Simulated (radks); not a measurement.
All-electron atom: the rubidium ion Rb24+ in [Ne] 3s2 3p1.

Calculated with a radial shooting solver on a logarithmic mesh with Libxc functionals: scalar-relativistic Kohn-Sham, r2SCAN, spin-polarised, spherical densities, finite nucleus; open shells are filled with parallel spins first; meta-GGA in the generalised Kohn-Sham scheme; Fermi nuclear charge, rms radius 4.2036 fm.

Energy parts (eV):
| part | energy |
|---|---|
| total | -70827.227 |
| kinetic | 72786.790 |
| electron-nucleus | -154067.181 |
| Hartree | 12260.535 |
| exchange-correlation | -1807.372 |

Orbitals (lengths in bohr, moments of r in powers of bohr; <r^-3> diverges for s and p1/2; r(max) is where P^2 peaks):
orbital  occ.  eigenvalue (eV)     <r^2>   r(max)  <1/r>  <r^-3>
1s up       1        -16193.12  0.002187  0.02629  37.88       -
1s down     1        -16190.94  0.002186  0.02628  37.88       -
2s up       1        -3095.050   0.03600   0.1484  8.577       -
2s down     1        -3093.917   0.03595   0.1485  8.578       -
2p up       3        -2873.881   0.02826   0.1187  8.350    1692
2p down     3        -2871.708   0.02824   0.1187  8.349    1691
3s up       1        -1172.720    0.2149   0.4098  3.374       -
3s down     1        -1163.769    0.2159   0.4100  3.363       -
3p up       1        -1100.477    0.2065   0.3960  3.273   391.8
3p down     0        -1091.780    0.2074   0.3961  3.266   390.4
3d up       0        -1003.358    0.1657   0.3206  3.119   58.03
3d down     0        -996.4584    0.1655   0.3199  3.125   58.41
4s up       0        -591.6745    0.7668   0.8263  1.786       -
4s down     0        -583.9157    0.7384   0.8142  1.835       -
4p up       0        -562.9424    0.7751   0.8286  1.740   150.8
4p down     0        -554.5517    0.7425   0.8139  1.795   161.1

The highest occupied level is 3p up at -1100.5 eV. The density falls to 0.001 e/bohr^3 at r = 1.10 bohr. For comparison, the ionisation energy in NIST's Atomic Spectra Database is 1125 eV (semi-empirical). In exact Kohn-Sham theory the highest level is minus the ionisation energy, but local and semilocal functionals leave it too shallow, through self-interaction and a potential that decays too fast; potentials with the right tail come closer.
